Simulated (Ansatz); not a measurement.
System: C6H11, charge -1, multiplicity 1. It need not be the lowest isomer of its formula. Whether it binds its extra electron was not tested at this geometry. SMILES: C/[C-]=C\C(C)C
Structure (B3LYP-D3(BJ)/def2-TZVP (Ansatz, a quantum-chemistry and plane-wave program) minimum search):
```
C
H 1 1.0943
C 1 1.5283 2 109.25
C 3 1.3459 1 131.36 2 -0.36
H 3 1.1041 4 118.79 1 179.95
C 4 1.5178 3 118.39 5 179.94
H 6 1.0987 4 109.87 3 123.07
H 6 1.0988 7 104.89 4 -117.96
H 6 1.1175 7 106.13 8 -112.10
C 1 1.5339 2 107.66 9 121.14
H 10 1.0920 1 110.42 2 -58.46
H 10 1.0962 11 107.33 1 120.02
H 10 1.0990 11 108.51 12 116.14
C 1 1.5340 2 107.65 9 -120.53
H 14 1.0920 1 110.41 2 58.49
H 14 1.0962 15 107.33 1 -120.02
H 14 1.0990 15 108.52 16 -116.15
```
Charge -1, spin multiplicity 1.

Parts of the frozen-core correlation energy in 6-31G* (Ansatz, hartree). Frozen orbitals: 6; correlated occupied orbitals by spin: 18 and 18; virtual: 88 and 88. No spin-orbit coupling. No relativistic terms.

```
term                            value
-------------------------  ----------
reference (HF)             -233.47926
MP2 opposite-spin            -0.59631
MP2 same-spin                -0.18938
CCSD correlation             -0.85414
(T)                          -0.02936
T1 diagnostic                   0.012
largest doubles amplitude       0.057
```
